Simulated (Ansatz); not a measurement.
One change: `NC[O][GeH3]` becomes `NBOCN`.

Ansatz, PBE0-D4/def2-TZVP geometries, multiplicity 1. Each molecule was computed in one conformer, which needn't be the lowest.

Scalar relativity is left out up to krypton.

```csv
property,`NC[O][GeH3]`
HOMO energy (ωB97M-V/def2-TZVPP) / eV,-9.87
HOMO–LUMO gap (PBE/def2-TZVPP) / eV,5.55
HOMO energy (PBE/def2-TZVPP) / eV,-6.01
size of the dipole moment (B3LYP/def2-TZVPP) / D,0.78
HOMO–LUMO gap (B3LYP/def2-TZVPP) / eV,7.35
HOMO energy (B3LYP/def2-TZVPP) / eV,-7.22
```

Q: Give the same properties after the change, and the shifts. (An estimate is asked.)

A: Computed: 
```json
{"property": "HOMO energy (ωB97M-V/def2-TZVPP) / eV", "`NBOCN`": "-9.61", "shift": "0.26"}
{"property": "HOMO–LUMO gap (PBE/def2-TZVPP) / eV", "`NBOCN`": "5.99", "shift": "0.44"}
{"property": "HOMO energy (PBE/def2-TZVPP) / eV", "`NBOCN`": "-5.66", "shift": "0.35"}
{"property": "size of the dipole moment (B3LYP/def2-TZVPP) / D", "`NBOCN`": "0.71", "shift": "-0.07"}
{"property": "HOMO–LUMO gap (B3LYP/def2-TZVPP) / eV", "`NBOCN`": "7.75", "shift": "0.40"}
{"property": "HOMO energy (B3LYP/def2-TZVPP) / eV", "`NBOCN`": "-6.94", "shift": "0.28"}
```

With PBE0 the HOMO rises by 0.30 eV and the LUMO rises by 0.78 eV, so the gap widens by about 0.48 eV. PBE moves the HOMO by 0.35 eV and ωB97M-V by 0.26 eV. Dipoles are sizes alone; their direction can turn.

B3LYP here is the variant with VWN-RPA as its local correlation; programs differ in this.
